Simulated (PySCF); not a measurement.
B(Br)3 anion (BBr₃), SMILES BrB(Br)Br (connectivity only; charge and spin as stated), charge -1, multiplicity 2. Atoms are numbered in the order given.

```xyz
4

B      0.0000     0.0000    -0.5311
Br     1.6913     0.9764     0.0253
Br     0.0000    -1.9529     0.0253
Br    -1.6913     0.9764     0.0253
```
Charge -1, spin multiplicity 2.

Geometry optimised at B3LYP-D3(BJ)/def2-SVPD. The spin state was assumed, not searched. The isomer is the one that the SMILES or the coordinates give; other isomers of the formula were not compared.

All values below come from r2SCAN/def2-SVPD (PySCF).

Mulliken values depend strongly on the basis, most of all with diffuse functions as here. Atomic charges (e):

```tsv
atom	Mulliken	meta-Löwdin	Mulliken spin
B1	0.42	___	1.01
Br2	-0.47	___	0.00
Br3	-0.47	___	0.00
Br4	-0.47	___	0.00
```

Q: What belongs in the gaps? (Estimate from the structure and the level; the computed values follow.)

A: 
- B1, meta-Löwdin: -0.19
- Br2, meta-Löwdin: -0.27
- Br3, meta-Löwdin: -0.27
- Br4, meta-Löwdin: -0.27
